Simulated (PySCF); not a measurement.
Isomers of C9H13B, from PBE0-D3(BJ)/def2-SVP geometry optimisation, gas phase in PySCF 2.14.0. One conformer each, no zero-point energy, no frequencies.

Problem. Which is lower in electronic energy at this level?
A. `CB(C)C1=CC2(C=C1)CC2`: A = 2914, B = 781.8, C = 652.4 MHz, dipole 1.91 D
B. `[CH3:1][B:2]([CH3:3])[C:4]1=[CH:5][CH:6]=[CH:7][CH:8]=[CH:9][CH2:10]1` with C4–C5–C6–C7 30°, C6–C7–C8–C9 -30°, C8–C9–C10–C4 71°, B2–C4–C10–C9 104°: A = 2357, B = 950.7, C = 736.6 MHz, dipole 0.38 D

Solution. B. That is `C1C=C(CC=CC=1)B(C)C`, 7.6 kcal/mol below the other.

```json
{"SMILES": "CB(C)C1=CC=CC=CC1", "mapped SMILES": "[CH3:1][B:2]([CH3:3])[C:4]1=[CH:5][CH:6]=[CH:7][CH:8]=[CH:9][CH2:10]1", "E (Eh)": "-374.89914", "relative (kcal/mol)": "0.0", "relative (kJ/mol)": "0.0", "dipole (D)": "0.38"}
{"SMILES": "CB(C)C1=CC2(C=C1)CC2", "mapped SMILES": "[CH3:1][B:2]([CH3:3])[C:4]1=[CH:5][C:6]2([CH:7]=[CH:8]1)[CH2:9][CH2:10]2", "E (Eh)": "-374.88702", "relative (kcal/mol)": "7.6", "relative (kJ/mol)": "31.8", "dipole (D)": "1.91"}
```

As drawn, the higher has a three-membered ring and a quaternary carbon, which the lower lacks.
